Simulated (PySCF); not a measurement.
OSe (SMILES O=[Se]), triplet, at a GFN2-xTB geometry. Base run: PBE0/cc-pVDZ (PySCF).

The PySCF input:
```python
from pyscf import gto, scf, dft, solvent

mol = gto.Mole()
mol.atom = '''
    O    -0.000000   -0.000000   -1.298509
    Se    0.000000    0.000000    0.305532
'''
mol.basis = 'cc-pvdz'
mol.charge = 0
mol.spin = 2
mol.verbose = 4
mol.build()

mf = dft.UKS(mol)
mf.xc = 'pbe0'
mf.kernel()
```

Variants of this job, named by their change:

```json
[
 {"change": "base", "ΔE vs base (kcal/mol)": "0.000", "dipole (D)": "2.02"},
 {"change": "model = IEF-PCM; solvent = 2-propanol", "ΔE vs base (kcal/mol)": "-2.19", "dipole (D)": "2.58"},
 {"change": "model = IEF-PCM; solvent = tetrahydrofuran", "ΔE vs base (kcal/mol)": "-1.89", "dipole (D)": "2.50"},
 {"change": "model = IEF-PCM; solvent = tetrahydrofuran; lebedev_order = 41", "ΔE vs base (kcal/mol)": "-1.89", "dipole (D)": "2.50"},
 {"change": "model = ddCOSMO; solvent = tetrahydrofuran", "ΔE vs base (kcal/mol)": "-1.80", "dipole (D)": "2.48"},
 {"change": "model = IEF-PCM; solvent = tetrahydrofuran; vdw_scale = 1.0", "ΔE vs base (kcal/mol)": "-3.98", "dipole (D)": "2.88"},
 {"change": "model = IEF-PCM; solvent = tetrahydrofuran; r_probe = 0.5", "ΔE vs base (kcal/mol)": "-0.92", "dipole (D)": "2.27"},
 {"change": "model = IEF-PCM; solvent = tetrahydrofuran; vdw_scale = 1.4", "ΔE vs base (kcal/mol)": "-1.13", "dipole (D)": "2.33"},
 {"change": "model = IEF-PCM; solvent = water", "ΔE vs base (kcal/mol)": "-2.34", "dipole (D)": "2.62"},
 {"change": "model = IEF-PCM; solvent = toluene", "ΔE vs base (kcal/mol)": "-1.07", "dipole (D)": "2.29"},
 {"change": "model = IEF-PCM; solvent = methanol", "ΔE vs base (kcal/mol)": "-2.27", "dipole (D)": "2.60"},
 {"change": "model = COSMO; solvent = tetrahydrofuran", "ΔE vs base (kcal/mol)": "-1.84", "dipole (D)": "2.49"}
]
```

The base is the gas phase, so ΔE is the electrostatic part of solvation at a fixed geometry, without cavity and dispersion terms.

Open shells are given as the SCF converged; they aren't shown to be the lowest states, and a large step between rows can be another state.
